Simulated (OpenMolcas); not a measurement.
## GaCNCl2 (SMILES N#[C][Ga]([Cl])[Cl]): the HOMO–LUMO gap, rung by rung

The species is GaCNCl2 (5 atoms), meant as a singlet with charge 0. SMILES: `N#[C][Ga]([Cl])[Cl]`. The coordinates come from a PBE0-D4/def2-TZVP relaxation.

Each level gives the HOMO–LUMO gap (eV). The values are calculated.

| level | kind | program | value (eV) | CPU time |
| --- | --- | --- | --- | --- |
| HF/cc-pVDZ | Hartree–Fock | OpenMolcas | 13.65 | 16 s |
| SVWN5/cc-pVDZ | LDA | OpenMolcas | 4.87 | 29 s |
| PBE/cc-pVDZ | GGA | OpenMolcas | 5.01 | 39 s |
| M06-L/cc-pVDZ | meta-GGA | OpenMolcas | 5.58 | 47 s |
| TPSS/cc-pVDZ | meta-GGA | OpenMolcas | 5.25 | 49 s |
| r2SCAN/cc-pVDZ | meta-GGA | OpenMolcas | 5.56 | 49 s |
| M06-2X/cc-pVDZ | hybrid meta-GGA | OpenMolcas | 9.20 | 43 s |
| B2PLYP/cc-pVDZ | double hybrid | OpenMolcas | 9.58 | 27 s |

All-electron rows without a relativistic Hamiltonian named are non-relativistic. The values span 4.87 to 13.65 eV. Orbital gaps aren't excitation energies, and those of double hybrids come from the SCF part alone; they tend to grow with the share of exact exchange. CPU times are rough (shared hosts, several kinds of processor): they show what a rung costs within a factor of a few.
